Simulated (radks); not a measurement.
Values are calculated unless marked as measured or tabulated.
Excited configurations of the caesium ion Cs2+: one electron is placed in a higher orbital outside [Kr] 4d10 5s2 5p4. The ground configuration is [Kr] 4d10 5s2 5p5. Code: a radial shooting solver on a logarithmic mesh with Libxc functionals. Model: Dirac Kohn-Sham, BLYP, spin-unpolarised, spherical densities, point nucleus; open shells fill j = l - 1/2 first. Excitation = E - E(ground); binding = E(ion) - E, where the ion is the core of charge +3; n* = 3/sqrt(2 binding) in atomic units, and the quantum defect is n - n*.

outer orbital	excitation (eV)	binding (eV)	quantum defect	eigenvalue (eV)	<r> (bohr)
5f5/2	25.834	7.402	0.933	-5.808	6.172
6s1/2	16.783	16.453	3.272	-13.719	3.910
6p1/2	19.974	13.262	2.961	-10.956	4.508
6f5/2	28.156	5.080	1.091	-4.148	10.30
7s1/2	24.310	8.926	3.296	-7.605	7.124
7d3/2	27.634	5.602	2.325	-4.689	10.32

The Delta-SCF ionisation energy is 33.236 eV (NIST Atomic Spectra Database: 33.195 eV, semi-empirical). Self-interaction in the functional shifts the binding energies and quantum defects, so they are the method's values and not measured ones. Spin polarisation and multiplet splitting are left out, so open shells lie too high by an amount that depends on their filling.

Beside tabulated values, note that spin-unpolarised runs miss the spin-polarisation part of the exchange energy of open shells.
